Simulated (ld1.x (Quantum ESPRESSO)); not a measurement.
# What one change does to a pseudopotential (As (Z = 33), PAW)

* Element: As (Z = 33)
* Generator: ld1.x (Quantum ESPRESSO) 7.5
* Type: PAW
* Functional: PBE
* Relativity: scalar-relativistic
* Frozen core: [Ar] 3d10
* Valence charge: 5
* Reference configuration: 4s2 4p3
* Partial waves: 4s (bound): rcut 1.30, rcutus 1.70 bohr; 4s channel at 0.05 Ry: rcut 1.30, rcutus 1.70 bohr; 4p (bound): rcut 1.60, rcutus 1.85 bohr; 4p channel at -0.05 Ry: rcut 1.60, rcutus 1.85 bohr; 4d channel at 0.45 Ry: rc 1.50 bohr
* Local potential: the d channel
* Core correction: a·sin(br)/r model core, default radius (core density twice the valence density)
* Augmentation charge: PSQ, inside the norm-conserving radii

Change: wave 4d channel at 0.45 Ry: rc 1.50 bohr becomes 4d channel at 0.45 Ry: rc 2.06 bohr.

Cutoffs: the cutoffs (Ry, on a coarse ladder) from which the occupation-weighted sum of valence levels, in a spherical-Bessel basis at the reference potential, stays within 10 and 1 mRy of its value at 400 Ry; they do not see the model core or the augmentation charge, which bear on the density cutoff. Errors are all-electron minus pseudo energies relative to the spin-unpolarised reference configuration.

Task: What does the change do?

Result: The potential gets softer (10 Ry and 25 Ry → 10 Ry and 21 Ry); the bound ghost in s disappears; of the 7 tests that both files solve, the error grows in 0 and shrinks in 2 by more than 15 % and 0.3 meV (median size 12.7 → 8.0 meV). A larger radius leaves more room for a smooth pseudo-wave, so fewer plane waves are needed.

```tsv
quantity	base	changed
cutoff, loose	10 Ry	10 Ry
cutoff, tight	25 Ry	21 Ry
loose cutoff by channel (10 mRy a level)	s 6 Ry, p 6 Ry	s 8 Ry, p 6 Ry
bound ghosts	s	none
error for 4s2 4p2, meV [ΔE 9.15 eV]	-5.2	-5.1
error for 4s2 4p1, meV [ΔE 27.07 eV]	-37	-37
error for 4s2 4p0, meV [ΔE 54.77 eV]	-145	-143
error for 4s2 4p3.3, meV [ΔE -1.23 eV]	+0.1	+0.1
error for 4s1 4p4, meV [ΔE 9.42 eV]	-13	-8.0
error for 4s0 4p5, meV [ΔE 19.06 eV]	-53	-30
error for 4s2 4p2.5, meV [ΔE 3.56 eV]	-1.2	-1.1
lowest overlap eigenvalue by channel	s 0.13, p 0.60	s 0.38, p 0.53
```

 A true bound ghost makes a file unfit for plane-wave use even where its test errors are small: the radial tests pick states by their node count and pass the ghost by.
